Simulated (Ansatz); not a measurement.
Single points on DyCl₃.

```yaml
crystal:
  periodic: [false, false, false]
  atoms:
    - {symbol: Dy, position_ang: [0.008577, -0.000424, 0.108527]}
    - {symbol: Cl, position_ang: [2.440204, -0.022837, -0.003293]}
    - {symbol: Cl, position_ang: [-1.204735, 2.100689, -0.046948]}
    - {symbol: Cl, position_ang: [-1.244046, -2.077428, -0.058286]}
basis:
  gaussian: {orbitals: def2-SVP, initial_orbitals: start.molden}
magnetization: {spin_polarized: true, initial_magnetization: 5}
hamiltonian: {xc: pbe0, dispersion: d4}
scf: {omitted_lower_state_checks: [starts]}
output: {orbitals: {seedname: orbitals}}
```

The file start.molden holds the orbitals of an earlier run on this structure, at another level or in another basis.

```sh
$ ansatz run in.yaml --threads 4 --pin off --events-out ev --progress --plain --max-ram 8704MiB
```

Output, abridged:

```
Functional definition: PBE0
basis functions trapped inside cores are left out: 1
1258 factors; integrals over basis functions are off by at most 6.4e-4 eV
mean field evaluation 1: about -61615.1175 eV, gradient 1.3e1 eV
mean field evaluation 2: about -61615.2704 eV, gradient 2.3e-1 eV
mean field evaluation 4: about -61615.2749 eV, gradient 2.5e-3 eV
mean field evaluation 8: about -61615.2749 eV, gradient 7.6e-5 eV
mean field evaluation 16: about -61615.2749 eV, gradient 5.0e-6 eV
mean field -61615.27494233 eV, -2264.3195897971 hartree, gradient 5.0e-6 eV, S^2 8.757053; 0 other end points of the search recorded, 0 dependent functions left out
reference -61615.27499714 eV, -2264.3195918114 hartree; 47, 42 occupied and 84, 89 virtual orbitals, 1258 factors
Total energy: -61615.37323291 eV, -2264.3232019094 hartree
Checks for a lower state left out: starts
```

Hardware: 4 threads of Intel Xeon 6975P-C on a shared host. Wall time 16 s, peak host memory 0.77 GiB.

The first input with `gaussian: {orbitals: def2-TZVP, initial_orbitals: start.molden}`, `correlation: {method: mp2}` and without the key `hamiltonian` (abridged; 29 s):

```
Functional definition: HF
basis functions trapped inside cores are left out: 1
mean field evaluation 16: about -61516.3057 eV, gradient 2.1e-3 eV
mean field evaluation 32: about -61516.3057 eV, gradient 1.7e-10 eV
mean field -61516.30573318 eV, -2260.6825384448 hartree, gradient 1.7e-10 eV, S^2 8.759653
19 core orbitals not correlated: weight in the atoms' cores, before any rotation towards them, 1.000 or more for the frozen orbitals, at most 0.000 for the correlated occupied ones
second order -43.65209190 eV of doubles, -0.00000000 eV of singles
Total energy: -61559.95782509 eV, -2262.2867232338 hartree
Checks for a lower state left out: starts
```

The first input with `gaussian: {orbitals: def2-TZVP, initial_orbitals: start.molden}`, `hamiltonian: {xc: pbe}`, `correlation: {method: rpa}` and without the key `output` (abridged; 28 s):

```
Functional definition: PBE
basis functions trapped inside cores are left out: 1
mean field evaluation 16: about -61630.6365 eV, gradient 4.8e-3 eV
mean field -61630.63626042 eV, -2264.8841078247 hartree, gradient 8.9e-9 eV, S^2 8.756449
19 core orbitals not correlated: weight in the atoms' cores, before any rotation towards them, 1.000 or more for the frozen orbitals, at most 0.000 for the correlated occupied ones
Total energy: -61574.77285769 eV, -2262.8311656399 hartree
Checks for a lower state left out: starts
```

The first input with `gaussian: {orbitals: def2-TZVP, initial_orbitals: start.molden}`, `hamiltonian: {xc: {name: BHLYP}, dispersion: d4}` (abridged; 31 s):

```
Functional definition: BHLYP
basis functions trapped inside cores are left out: 1
mean field evaluation 16: about -61631.4241 eV, gradient 2.1e-5 eV
mean field -61631.42408642 eV, -2264.9130598963 hartree, gradient 6.6e-6 eV, S^2 8.757534
Total energy: -61631.62128364 eV, -2264.9203067603 hartree
Checks for a lower state left out: starts
```

The first input with `gaussian: {orbitals: def2-TZVP, initial_orbitals: start.molden}`, `hamiltonian: {xc: {name: LC-wPBE}}` (abridged; 22 s):

```
Functional definition: LC-wPBE
basis functions trapped inside cores are left out: 1
mean field evaluation 16: about -61635.6988 eV, gradient 4.9e-6 eV
mean field -61635.69880435 eV, -2265.0701528827 hartree, gradient 4.9e-6 eV, S^2 8.755302
Total energy: -61635.69880436 eV, -2265.0701528830 hartree
Checks for a lower state left out: starts
```

As the first input, with `correlation: {method: ccsd_t}`, `scf: {omitted_lower_state_checks: [starts, cluster_reference]}` and without the key `hamiltonian` (abridged; 96 s):

```
Functional definition: HF
basis functions trapped inside cores are left out: 1
mean field evaluation 16: about -61502.9880 eV, gradient 2.1e-3 eV
mean field evaluation 32: about -61502.9881 eV, gradient 1.9e-10 eV
mean field -61502.98812481 eV, -2260.1931253641 hartree, gradient 1.9e-10 eV, S^2 8.759384
19 core orbitals not correlated: weight in the atoms' cores, before any rotation towards them, 1.000 or more for the frozen orbitals, at most 0.000 for the correlated occupied ones
second order -35.37710832 eV of doubles, -0.00000000 eV of singles
cycle   1  -32.86008026 eV  change     2.5e0 eV  update   1.6e-1
cycle   2  -34.27866055 eV  change    -1.4e0 eV  update   5.5e-2
cycle   3  -34.46403733 eV  change   -1.9e-1 eV  update   2.6e-2
cycle   4  -34.41239015 eV  change    5.2e-2 eV  update   8.0e-3
cycle   5  -34.40846371 eV  change    3.9e-3 eV  update   5.4e-3
cycle   6  -34.41778401 eV  change   -9.3e-3 eV  update   3.3e-3
cycle   7  -34.41941034 eV  change   -1.6e-3 eV  update   2.5e-3
[...]
cycle  28  -34.42586207 eV  change    4.9e-6 eV  update   8.9e-5
cycle  29  -34.42586925 eV  change   -7.2e-6 eV  update   8.9e-5
cycle  30  -34.42589052 eV  change   -2.1e-5 eV  update   8.8e-5
cycle  31  -34.42586791 eV  change    2.3e-5 eV  update   8.7e-5
cycle  32  -34.42588702 eV  change   -1.9e-5 eV  update   8.4e-5
cycle  33  -34.42591658 eV  change   -3.0e-5 eV  update   8.1e-5
cycle  34  -34.42587972 eV  change    3.7e-5 eV  update   7.8e-5
cycle  35  -34.42591707 eV  change   -3.7e-5 eV  update   7.6e-5
cycle  36  -34.42591825 eV  change   -1.2e-6 eV  update   7.3e-5
cycle  37  -34.42587295 eV  change    4.5e-5 eV  update   7.0e-5
cycle  38  -34.42590815 eV  change   -3.5e-5 eV  update   6.6e-5
cycle  39  -34.42586514 eV  change    4.3e-5 eV  update   6.0e-5
perturbative correction -1.01679536 eV, -0.0373665402 hartree
Total energy: -61538.43078531 eV, -2261.4956191136 hartree
Checks for a lower state left out: starts, cluster_reference
```

First input, but with `gaussian: {orbitals: def2-TZVP, initial_orbitals: start.molden}`, `hamiltonian: {xc: {name: PBE-QIDH}}` and without the key `output` (abridged; 88 s):

```
Functional definition: PBE-QIDH
basis functions trapped inside cores are left out: 1
mean field evaluation 16: about -61590.2637 eV, gradient 1.6e-2 eV
mean field evaluation 32: about -61590.2654 eV, gradient 1.5e-9 eV
mean field -61590.26535501 eV, -2263.4005044152 hartree, gradient 2.8e-10 eV, S^2 8.758383
19 core orbitals not correlated: weight in the atoms' cores, before any rotation towards them, 1.000 or more for the frozen orbitals, at most 0.000 for the correlated occupied ones
second order -48.49876602 eV of doubles, -0.00000000 eV of singles
Total energy: -61606.43162706 eV, -2263.9946039552 hartree
Checks for a lower state left out: starts
```

Geometry: PBE0-D4/def2-SVP.

In the def2 sets Dy takes a core potential; there is no spin–orbit coupling. LC-ωPBE has ω = 0.4 bohr⁻¹. Correlated methods freeze 19 core orbitals; core or outer-core shells of Dy are correlated, in sets that lack core-valence functions. With an open 4f shell the SCF may have ended on a state above the lowest.
